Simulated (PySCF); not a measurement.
Two species compared at the same levels of theory.

First species: C₃H₉AlClFS.
Geometry (PBE0-D3(BJ)/def2-SVP, Å), atoms numbered from 1 in this order:
```xyz
16
C3H9AlClFS angstrom
C     -1.2643   -0.8322    1.2942
S     -0.5702   -1.0178   -0.3634
C     -1.8851   -0.2351   -1.3378
F     -3.0376   -0.9392   -1.2335
Al     1.0680    0.8988   -0.4736
C      2.6592    0.1716    0.4542
Cl     3.7143    1.6544    0.3642
H     -1.3626    0.2325    1.5494
H     -0.5669   -1.3176    1.9893
H     -2.2350   -1.3432    1.3287
H     -2.0413    0.7939   -0.9743
H     -1.5234   -0.2235   -2.3778
H      1.1044    0.9913   -2.0687
H      0.1427    1.9145    0.3513
H      2.5692   -0.0860    1.5195
H      3.2074   -0.6346   -0.0542
```

Second species: Ge3H10OSi.
InChI=1S/Ge3H10OSi/c1-3(5)4-2/h3H,1-2,5H3/t3-/m0/s1

Levels: B3LYP/def2-SVPD for dipole moment, HOMO energy, LUMO energy, HOMO–LUMO gap, static isotropic polarisability and electronic spatial extent ⟨r²⟩ about the centre of nuclear charge; TDDFT B3LYP/def2-SVPD for lowest singlet excitation; TDA B3LYP/def2-SVPD for lowest triplet excitation (Tamm–Dancoff); ΔSCF B3LYP/def2-SVPD for vertical ionisation energy; PBE0-D3(BJ)/def2-SVP for rotational constant A and rotational constant C. Geometries: PBE0-D3(BJ)/def2-SVP. Each structure is a single optimised conformer of the isolated species, non-relativistic unless stated; the electronic structure was computed with PySCF and density fitting.

Dipoles, sizes and rotational constants follow the conformer. The torsions of the flexible species, by atom-mapped SMILES:
- `[CH3:1][S@@+:2]([CH2:3][F:4])[AlH2-:5][CH2:6][Cl:7]`: C1–S2–C3–F4 -64°, C1–S2–Al5–C6 82°, S2–Al5–C6–Cl7 -178°
- `[SiH3:1][Ge@@H:2]([GeH3:3])[O:4][GeH3:5]`: Si1–Ge2–O4–Ge5 -162°

```json
{"property": "dipole moment", "column X": "4.41 D", "column Y": "0.61 D"}
{"property": "HOMO energy", "column X": "-7.09 eV", "column Y": "-7.31 eV"}
{"property": "LUMO energy", "column X": "-0.79 eV", "column Y": "-0.99 eV"}
{"property": "HOMO–LUMO gap", "column X": "6.30 eV", "column Y": "6.32 eV"}
{"property": "lowest singlet excitation", "column X": "5.49 eV", "column Y": "5.40 eV"}
{"property": "lowest triplet excitation (Tamm–Dancoff)", "column X": "5.07 eV", "column Y": "4.97 eV"}
{"property": "static isotropic polarisability", "column X": "107.2 au", "column Y": "134.4 au"}
{"property": "vertical ionisation energy", "column X": "9.29 eV", "column Y": "9.12 eV"}
{"property": "electronic spatial extent ⟨r²⟩ about the centre of nuclear charge", "column X": "2236 bohr²", "column Y": "2401 bohr²"}
{"property": "rotational constant A", "column X": "4.015 GHz", "column Y": "1.063 GHz"}
{"property": "rotational constant C", "column X": "0.461 GHz", "column Y": "0.417 GHz"}
```

Problem. Which column belongs to which species?

Solution. Column X is the first species and column Y the second. The first has 16 atoms and 82 electrons, the second 15 and 128.

Problem. How does each property change from the first species to the second?

Solution. dipole moment -3.80 D; HOMO energy -0.22 eV; LUMO energy -0.20 eV; HOMO–LUMO gap +0.02 eV; lowest singlet excitation -0.09 eV; lowest triplet excitation (Tamm–Dancoff) -0.10 eV; static isotropic polarisability +27.2 au; vertical ionisation energy -0.17 eV; electronic spatial extent ⟨r²⟩ about the centre of nuclear charge +165 bohr²; rotational constant A -2.952 GHz; rotational constant C -0.044 GHz.

On the first: The vertical singlet–triplet gap S1 − T1 is 0.42 eV (TDDFT singlet less Tamm–Dancoff triplet; S1: HOMO→LUMO, weight 0.94; T1: HOMO→LUMO, weight 0.62). The principal polarisabilities are 89.5, 101.2 and 130.9 au; their mean is the isotropic value.

On the second: S1 lies 0.92 eV below the HOMO–LUMO gap; its leading configuration is HOMO→LUMO, weight 0.97. No computed singlet falls in the visible range (750 to 380 nm, 1.65 to 3.26 eV); S1 lies 2.14 eV above its blue end. Relativistic effects, spin–orbit coupling among them, are left out although an element past zinc is present.
